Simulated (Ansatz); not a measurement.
The same ligand exchange along the group B, Al, Ga, In.

Gas-phase electronic energies from Ansatz, PBE0-D4/def2-TZVP geometries. CBS: MP2 limit from def2 TZ/QZ plus the TZ coupled-cluster correction, frozen cores. Small cases extrapolate CCSD(T) itself. Elements past krypton have def2 core potentials. For Ga, In outer-core shells are correlated without core-valence functions, which leaves a few kJ/mol of doubt a bond. Scalar relativity is left out up to krypton. Each species was taken in one conformer, which may not be the lowest.

| reaction | CCSD/CBS(def2) (kJ/mol) | MP2/CBS(def2) (kJ/mol) |
| --- | --- | --- |
| `FBS` + H₂S → `SBS` + H–F | 53 | 41 |
| `[F][AlH][SH]` + H₂S → `[SH][AlH][SH]` + H–F | 73 | 65 |
| `[F][GaH][SH]` + H₂S → `[SH][GaH][SH]` + H–F | -6 | -13 |
| `[F][InH][SH]` + H₂S → `[SH][InH][SH]` + H–F | -27 | -36 |

**Question.** Give the CCSD(T)/CBS values in the same order. (An estimate is asked.)

**Answer.** Computed: 48, 69, -8, -29 kJ/mol.

Largest T1 diagnostic: 0.016, for `[F][InH][SH]`.

Extrapolated directly: `[F][AlH][SH]` + H₂S → `[SH][AlH][SH]` + H–F.
